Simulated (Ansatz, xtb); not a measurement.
**Relative energy of two isomers of CH8BSSi+**

Structure I: `B[SH+][SiH2]C`, a singlet. Structure II: `CB[SH+][SiH3]`, a singlet. Both are isolated ions in the gas phase, relaxed with PBE0-D3(BJ)/pcseg-1; the shapes shown needn't be the lowest conformers.

I (Å):

```xyz
12

C     0.1535    1.6533   -1.7441
B    -2.4136   -0.7226    1.6725
S    -1.8618   -0.3309   -0.0427
Si   -0.2945    1.3652    0.0209
H    -2.7228    0.2254    2.3204
H    -2.4762   -1.8704    1.9720
H    -1.1978   -1.4479   -0.4315
H    -1.1546    2.3683    0.6881
H     0.7573    0.7999    0.8973
H    -0.7180    1.9312   -2.3474
H     0.8645    2.4917   -1.7761
H     0.6508    0.7865   -2.1941
```

II (Å):

```yaml
atoms:
  - { symbol: C, position_ang: [-1.1335, 1.8967, -0.4396] }
  - { symbol: B, position_ang: [-0.1569, 0.8972, -1.0515] }
  - { symbol: S, position_ang: [1.6961, 1.0921, -0.7508] }
  - { symbol: Si, position_ang: [2.0335, 1.2427, 1.4929] }
  - { symbol: H, position_ang: [-0.7393, 2.7003, 0.1894] }
  - { symbol: H, position_ang: [-1.7082, 2.3472, -1.2668] }
  - { symbol: H, position_ang: [-1.8979, 1.3357, 0.1236] }
  - { symbol: H, position_ang: [-0.4124, -0.0084, -1.7824] }
  - { symbol: H, position_ang: [2.1716, -0.1437, -1.0431] }
  - { symbol: H, position_ang: [1.6303, 2.6440, 1.7350] }
  - { symbol: H, position_ang: [1.1483, 0.2185, 2.0915] }
  - { symbol: H, position_ang: [3.4827, 0.9606, 1.5753] }
```

Question: Estimate E(II) − E(I) at the level CCSD(T)/def2-SVP + ΔMP2/def2-TZVPP.

Answer: Too close to call at this level: CCSD(T)/def2-SVP + ΔMP2/def2-TZVPP gives E(II) − E(I) = −6.70 kJ/mol.

How the difference moves with the method:

```
                             level             geometry  E(II) − E(I) (kJ/mol)  departure from the last row (kJ/mol)  job, with rough time for the two
                          GFN2-xTB             GFN2-xTB                   −6.71                                 −0.01              optimisation, 0.54 s
                         HF/STO-3G             GFN2-xTB                  −14.95                                 −8.25              single point, 0.44 s
                r2SCAN-D4/def2-SVP             GFN2-xTB                  −20.61                                −13.91               single point, 4.2 s
               PBE0-D3(BJ)/pcseg-1  PBE0-D3(BJ)/pcseg-1                  −15.35                                 −8.65             optimisation, 1.7 min
                       HF/def2-SVP  PBE0-D3(BJ)/pcseg-1                   −7.47                                 −0.77           part of the CCSD(T) run
                      MP2/def2-SVP  PBE0-D3(BJ)/pcseg-1                  −12.34                                 −5.64           part of the CCSD(T) run
                  CCSD(T)/def2-SVP  PBE0-D3(BJ)/pcseg-1                  −13.79                                 −7.09                      single point
CCSD(T)/def2-SVP + ΔMP2/def2-TZVPP  PBE0-D3(BJ)/pcseg-1                   −6.70                                                      single point, 26 s
```

As drawn, II has 1 C–B, 1 Si–H in place of 1 C–Si, 1 B–H.

The largest departure from CCSD(T)/def2-SVP + ΔMP2/def2-TZVPP is that of r2SCAN-D4/def2-SVP, 13.91 kJ/mol. The last row adds to CCSD(T) the change of the MP2 difference between the two basis sets, here +7.09 kJ/mol.

With harmonic frequencies from PBE0-D3(BJ)/pcseg-1 (ideal gas, rigid rotor, one conformer each, 298.15 K, 1 atm): on the last row, ΔE + ΔZPE = −9.33 kJ/mol. A mode under 50 cm⁻¹ makes harmonic enthalpies and free energies unreliable, so none is given.

The correlated steps freeze 12 core orbitals. Programs: Ansatz 0.2.0, xtb 6.7.1; the last row on 2 threads of Intel(R) Xeon(R) Platinum 8175M CPU @ 2.50GHz (Skylake/Cascade Lake) on a shared host.
